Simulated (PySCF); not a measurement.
HS (SMILES [SH-]), charge -1, singlet, at a GFN2-xTB geometry (in this run its highest filled SCF level lies above zero, so its values depend strongly on the basis, on diffuse functions most of all); SVWN5/pcseg-1 in PySCF.

Input for PySCF:
```python
from pyscf import gto, scf, dft

mol = gto.M(
    atom='''
S    -0.00000000   -0.00000000   -0.07863597
H     0.00000000    0.00000000    1.25817552
''',
    basis='pcseg-1',
    charge=-1,
    verbose=4,
)

mf = dft.RKS(mol)
mf.xc = 'lda,vwn'
mf.kernel()
```

It wrote (shortened):

```
PySCF version 2.14.0

[INPUT] verbose = 4
[INPUT] num. atoms = 2
[INPUT] num. electrons = 18
[INPUT] charge = -1
[INPUT] spin (= nelec alpha-beta = 2S) = 0
[INPUT] symmetry False subgroup None
[INPUT] Mole.unit = angstrom
[INPUT] Symbol           X                Y                Z      unit          X                Y                Z       unit  Magmom
[INPUT]  1 S      0.000000000000   0.000000000000  -0.078635970000 AA    0.000000000000   0.000000000000  -0.148600446840 Bohr   0.0
[INPUT]  2 H      0.000000000000   0.000000000000   1.258175520000 AA    0.000000000000   0.000000000000   2.377607149432 Bohr   0.0

nuclear repulsion = 6.33360457929637
number of shells = 5
number of NR pGTOs = 51
number of NR cGTOs = 23
basis = pcseg-1
ecp = {}

******** <class 'pyscf.dft.rks.RKS'> ********
method = RKS
initial guess = minao
damping factor = 0
level_shift factor = 0
DIIS = <class 'pyscf.scf.diis.CDIIS'>
diis_start_cycle = 1
diis_space = 8
diis_damp = 0
SCF conv_tol = 1e-09
SCF conv_tol_grad = None
SCF max_cycles = 50
direct_scf = True
direct_scf_tol = 1e-13
XC library pyscf.dft.libxc version 7.1.2
    S. Lehtola, C. Steigemann, M. J. T. Oliveira, and M. A. L. Marques,  SoftwareX 7, 1–5 (2018)
XC functionals = lda,vwn
    P. A. M. Dirac,  Math. Proc. Cambridge Philos. Soc. 26, 376 (1930)
    F. Bloch,  Z. Phys. 57, 545 (1929)
    S. H. Vosko, L. Wilk, and M. Nusair,  Can. J. Phys. 58, 1200 (1980)
radial grids:
    Treutler-Ahlrichs [JCP 102, 346 (1995); DOI:10.1063/1.469408] (M4) radial grids

becke partition: Becke, JCP 88, 2547 (1988); DOI:10.1063/1.454033
pruning grids: <function nwchem_prune>
grids dens level: 3
symmetrized grids: False
atomic radii adjust function: <function treutler_atomic_radii_adjust>
small_rho_cutoff = 0
Set gradient conv threshold to 3.16228e-05
Initial guess from minao.
tot grids = 28688
init E= -397.292345552887
  HOMO = -0.270783912631007  LUMO = -0.0142171425611126  gap/eV = 6.98154
cycle= 1 E= -397.348728580668  delta_E= -0.0564  |g|= 0.418  |ddm|=  1.3
  HOMO = 0.165949682001743  LUMO = 0.278806405821329  gap/eV = 3.07099
cycle= 2 E= -397.26954607041  delta_E= 0.0792  |g|= 0.653  |ddm|= 1.96
  HOMO = 0.0676539401741419  LUMO = 0.235512654876061  gap/eV = 4.56767
cycle= 3 E= -397.422507250556  delta_E= -0.153  |g|= 0.0216  |ddm|= 1.16
  HOMO = 0.0627821049681018  LUMO = 0.231149549570844  gap/eV = 4.58151
cycle= 4 E= -397.422660229133  delta_E= -0.000153  |g|= 0.00753  |ddm|= 0.0452
  HOMO = 0.0628518931431646  LUMO = 0.231545450154566  gap/eV = 4.59039
cycle= 5 E= -397.422681723819  delta_E= -2.15e-05  |g|= 0.000775  |ddm|= 0.0129
  HOMO = 0.0626913444603256  LUMO = 0.231432305353505  gap/eV = 4.59168
cycle= 6 E= -397.422681952174  delta_E= -2.28e-07  |g|= 7.3e-05  |ddm|= 0.00127
  HOMO = 0.0626697575957934  LUMO = 0.231415833433642  gap/eV = 4.59181
cycle= 7 E= -397.422681954258  delta_E= -2.08e-09  |g|= 8.19e-06  |ddm|= 0.000152
  HOMO = 0.0626692531290374  LUMO = 0.23141655122588  gap/eV = 4.59185
cycle= 8 E= -397.422681954286  delta_E= -2.81e-11  |g|= 7.98e-07  |ddm|= 1.44e-05
  HOMO = 0.0626689000840873  LUMO = 0.231416335876647  gap/eV = 4.59185
Extra cycle  E= -397.422681954286  delta_E= 5.12e-13  |g|= 1.14e-06  |ddm|= 3.66e-06
converged SCF energy = -397.422681954286
```
